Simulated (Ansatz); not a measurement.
Consider the formal exchange of groups at the Si–O bond: `C=C[Si](O)(O)O[SiH3]` + `[Cl][GeH]([Cl])[Cl]` → `[SiH3][Ge]([Cl])([Cl])[Cl]` + `C=C[Si](O)(O)O`.

Gas-phase electronic energies from Ansatz, PBE0-D4/def2-TZVP geometries. CCSD(T)/CBS is the MP2 limit (def2-TZVPP, def2-QZVPP) plus CCSD(T) − MP2 in def2-TZVPP, frozen cores. Functionals use def2-TZVPP. For Ge outer-core shells are correlated without core-valence functions, which leaves a few kJ/mol of doubt a bond. Scalar relativity is left out up to krypton. One conformer a species, not always the lowest.

**Question.** Is it downhill or uphill in electronic energy at CCSD(T)/CBS, and by how much? (Estimate.)

**Answer.** Ansatz gave: Uphill: ΔE = +0.76 eV.

**Question.** What do these levels give: PBE-D4, PBE0-D4, ωB97M-V, B2PLYP, PBE, PBE0, HF/def2-TZVPP, MP2/def2-TZVPP, SCS-MP2/def2-TZVPP, CCSD(T)/def2-TZVPP, HF/def2-QZVPP, SCS-MP2/def2-QZVPP? (Estimate.)

**Answer.** Computed: PBE-D4 0.51, PBE0-D4 0.62, ωB97M-V 0.77, B2PLYP 0.79, PBE 0.52, PBE0 0.62, HF/def2-TZVPP 1.06, MP2/def2-TZVPP 0.80, SCS-MP2/def2-TZVPP 0.86, CCSD(T)/def2-TZVPP 0.78, HF/def2-QZVPP 1.09, SCS-MP2/def2-QZVPP 0.87 eV.

Largest T1 diagnostic among the species: 0.012.

In def2-TZVPP, CCSD(T) changes the Hartree–Fock value by −0.28 eV (the triples alone add −0.04 eV) and MP2 by −0.26 eV. From PBE to PBE0 (25 % exact exchange), in def2-TZVPP and without D4, ΔE moves by +0.10 eV.
